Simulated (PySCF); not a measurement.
All of these have the formula C7H11N. Method used: TDDFT PBE0/def2-SVPD, vertical, gas phase, core orbitals frozen in the response (PySCF 2.14.0, density-fitted response routines). Geometries: GFN2-xTB; one conformer of each isolated species. Triplets are in the Tamm–Dancoff approximation.

A. `[H]/N=C/C(=C)C1CCC1`
B. `C1N(C)C[C@H](C1)C#C`
C. `C[C@@H]1CC[C@@H](C#N)C1`
D. `[H]/N=C/[C@@H]1C[C@@H]2C[C@@H]2C1`

Lowest singlet levels (six at most, fewer where fewer were computed) with oscillator strengths:

1. 211 nm (f 0.011); 195 nm (f 0.019); 187 nm (f 0.014); 185 nm (f 0.004); 183 nm (f 0.009); 180 nm (f 0.004); T1 5.44 eV
2. 160 nm (f 0.002); 154 nm (f 0.004); 153 nm (f 0.011); 146 nm (f 0.018); 145 nm (f 0.010); 142 nm (f 0.011); T1 6.45 eV
3. 239 nm (f 0.002); 193 nm (f 0.001); 186 nm (f 0.001); 178 nm (f 0.012); 170 nm (f 0.001); 164 nm (f 0.143); T1 4.39 eV
4. 273 nm (f 0.000); 215 nm (f 0.227); 199 nm (f 0.001); 192 nm (f 0.020); 188 nm (f 0.130); 175 nm (f 0.017); T1 3.51 eV

Problem. Match each spectrum to its molecule.

Solution. 1 = B, 2 = C, 3 = D, 4 = A.
- A: S1 at 4.55 eV, HOMO-1→LUMO (97%); Löwdin shares by element: HOMO carbon 62% or more, nitrogen 12% (atoms not listed hold the other 26%); LUMO carbon 60% or more, nitrogen 25%; HOMO -7.37 and LUMO -1.15 eV.
- B: S1 at 5.88 eV, HOMO→LUMO (96%); Löwdin shares by element: HOMO nitrogen 56%, carbon 23% or more (atoms not listed hold the other 20%); LUMO carbon 35% or more (atoms not listed hold the other 65%); HOMO -6.35 and LUMO 0.65 eV.
- C: S1 at 7.74 eV, HOMO→LUMO (38%), HOMO→LUMO+4 (15%), HOMO→LUMO+1 (9%); Löwdin shares by element: HOMO carbon 39% or more, nitrogen 33% (atoms not listed hold the other 28%); LUMO hydrogen 20% or more, carbon 19% or more (atoms not listed hold the other 61%); HOMO -9.01 and LUMO 0.31 eV.
- D: S1 at 5.20 eV, HOMO→LUMO (87%), HOMO-1→LUMO (10%); Löwdin shares by element: HOMO nitrogen 45%, carbon 26% or more (atoms not listed hold the other 29%); LUMO carbon 43% or more, nitrogen 33%, hydrogen 5% or more (atoms not listed hold the other 19%); HOMO -7.29 and LUMO -0.18 eV.
